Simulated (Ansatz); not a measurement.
Process, species as SMILES: Br[SiH2]Br [dibromosilane] -> Br[SiH-]Br + H+
Structures are relaxed separately at B3LYP-D3(BJ)/def2-TZVP in Ansatz (a program for electronic structure).

Quantity: gas-phase deprotonation energy (electronic energy difference), in eV. Correlated levels leave the core frozen unless marked. Spin-orbit coupling is left out. The frozen core is the preceding noble-gas configuration, with the filled d and f shells of earlier blocks. Non-relativistic. Anions need diffuse functions: def2-D sets add few; the other sets have none. CBS(X,Y): correlation extrapolated as X^-3; Hartree-Fock from the larger set.

```csv
level,program,gas-phase deprotonation energy (eV)
HF/def2-SVP,Ansatz,15.33
HF/def2-SVPD,Ansatz,15.11
PBE0-D3(BJ)/def2-TZVP,Ansatz + dftd3,15.15
PBE0/def2-TZVPD,Ansatz,15.07
PBE0/def2-QZVPP,Ansatz,15.12
r2SCAN0/def2-TZVPD,Ansatz,15.17
HSE06/def2-TZVPD,Ansatz,15.06
```

Problem. Estimate the value at CCSD(T)/CBS(def2-TZVPPD,def2-QZVPPD) as computed with Ansatz.

Solution. 15.14 eV, so HSE06/def2-TZVPD differs from it by -0.08 eV.
